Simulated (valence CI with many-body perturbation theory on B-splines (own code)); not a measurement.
## Forbidden lines of Lu LVIII

Method: valence CI with perturbative core correlation (CI+MBPT): four valence electrons over a frozen Dirac-Fock core [Ne], a basis of 11 s, 11 p, 9 d, 7 f, 5 g, 2 h, 1 i functions for each j, with the one-electron correlation potential Σ1 (screened to all orders), the two-electron term Σ2, the three-electron term Σ3, Breit, model QED; selected single and double excitations, second order for the rest (own B-spline code, finite nucleus).

The last digits are not significant, and no measured levels were compared; by estimate large intervals hold to a few tenths of a per cent, small ones and those within an open d or f shell to about a per cent.

Lines 1 to 8 of 8 in falling wavelength, among levels below 8875.0 × 10³ cm⁻¹, chosen from the decays that carry over 1 % of a level's rate. Wavelengths and rates use the calculated energies. Electric multipoles are in the length gauge, E1 and E2 with the static RPA response of the core. Weak lines are less certain than strong ones. Lines between different terms over intervals too small for the method are left out, as are lines whose strength nearly cancels.

Levels are named by their leading jj configuration (3d3/2^4 stands for four electrons in 3d with j = 3/2), which in mixed levels can hold well under half, so a name can repeat and another be missing. Letters in brackets count levels of one name in rising energy.

| λ vac (Å) | Upper | Lower | Type | A (s⁻¹) | Branch % |
| --- | --- | --- | --- | --- | --- |
| 49.63 | (3s 3p1/2 3p3/2 3d5/2) J=4 [a] | (3s 3p1/2^2 3d5/2) J=3 | M1 | 1.10e+08 | 1.6 |
| 44.71 | (3s^2 3p3/2 3d5/2) J=4 | (3s^2 3p1/2 3d5/2) J=3 | M1 | 1.15e+08 | 54.0 |
| 43.65 | (3s^2 3p1/2 3p3/2) J=1 | (3s^2 3p1/2^2) J=0 | M1 | 1.46e+08 | 100.0 |
| 42.65 | (3s^2 3p3/2^2) J=2 | (3s^2 3p1/2 3p3/2) J=2 | M1 | 1.17e+08 | 27.6 |
| 42.32 | (3s^2 3p1/2 3p3/2) J=2 | (3s^2 3p1/2^2) J=0 | E2 | 2.08e+06 | 99.9 |
| 41.38 | (3s^2 3p3/2^2) J=2 | (3s^2 3p1/2 3p3/2) J=1 | M1 | 1.19e+08 | 28.3 |
| 39.98 | (3s^2 3p3/2^2) J=0 | (3s^2 3p1/2 3p3/2) J=2 | E2 | 7.06e+06 | 1.5 |
| 38.86 | (3s^2 3p3/2^2) J=0 | (3s^2 3p1/2 3p3/2) J=1 | M1 | 2.75e+08 | 58.9 |
